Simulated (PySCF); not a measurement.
C₄H₆ClF, SMILES C(=C/[C@@H](C)F)/Cl.

Coordinates come from a TPSSh-D3(BJ)/def2-SVP optimisation. The structure was generated by enumeration; whether it is a known compound was not checked. One conformer was computed; it need not be the lowest.

Computed with PBE/def2-TZVP in PySCF.

The molecule is in vacuum.

| Item | Result |
|---|---|
| total energy | -715.67890 hartree |
| highest occupied level | -6.38 eV |
| lowest empty level | -1.45 eV |
| orbital gap | 4.93 eV |
| dipole moment | 1.27 D |
| quadrupole, principal values (traceless, Buckingham form, about the centre of nuclear charge) | -8.06, 0.54, 7.52 D·Å |
| mean static polarisability | 63.1 bohr³ (9.35 Å³) |
| polarisability, principal values | 48.2, 61.1, 79.9 bohr³ |
